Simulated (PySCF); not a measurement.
## Energy of Ag (silver, neutral) between two integer charges

The 5s alpha orbital of [Kr] 4d10 5s1 is emptied in steps (occupation f), with all orbitals relaxed, ending at [Kr] 4d10. Computed with PySCF 2.14 in def2-SVP with the def2 core potential (28 electrons), with a scalar-relativistic core potential. The exact energy is a straight line in f; departures are measured from the line between the end points of the same method.

```tsv
f	UHF (eV)	LDA (eV)	PBE (eV)	PBE0 (eV)	r2SCAN (eV)	LC-wPBE (eV)	BHandHLYP (eV)	wB97X (eV)	CAM-B3LYP (eV)	BLYP (eV)
1	0.000	0.000	0.000	0.000	0.000	0.000	0.000	0.000	0.000	0.000
0.9	0.009	-0.302	-0.295	-0.213	-0.264	-0.005	-0.146	-0.032	-0.122	-0.305
0.7	0.022	-0.707	-0.693	-0.498	-0.623	-0.011	-0.343	-0.073	-0.285	-0.718
0.5	0.025	-0.846	-0.830	-0.595	-0.744	-0.013	-0.410	-0.082	-0.341	-0.861
0.3	0.021	-0.712	-0.702	-0.502	-0.624	-0.012	-0.347	-0.064	-0.288	-0.728
0.1	0.009	-0.305	-0.303	-0.216	-0.268	-0.006	-0.150	-0.025	-0.125	-0.314
0	0.000	0.000	0.000	0.000	0.000	0.000	0.000	0.000	0.000	0.000
```

Task: For BHandHLYP, how does the orbital energy at f = 1 compare with the removal energy?

Result: −ε = 5.810 eV against a total-energy difference of 7.432 eV. By Janak's theorem ε = ∂E/∂f, so the gap between them reflects the curvature. Along the path −ε is 6.128 (f = 0.9), 6.770 (f = 0.7), 7.420 (f = 0.5), 8.080 (f = 0.3), 8.757 (f = 0.1) eV.

```tsv
method	E(f=0) − E(f=1) (eV)	−ε at f=1 (eV)	−ε at f=0.5 (eV)
UHF	6.358	6.464	6.356
LDA	8.330	4.990	8.317
PBE	7.969	4.707	7.940
PBE0	7.661	5.305	7.649
r2SCAN	7.842	4.921	7.849
LC-wPBE	7.365	7.302	7.363
BHandHLYP	7.432	5.810	7.420
wB97X	7.335	6.972	7.360
CAM-B3LYP	7.753	6.407	7.743
BLYP	8.003	4.625	7.974
```

Reference removal energy between the ground levels: 7.576 eV (measured; NIST Atomic Spectra Database, ionization energies). UHF lacks correlation.
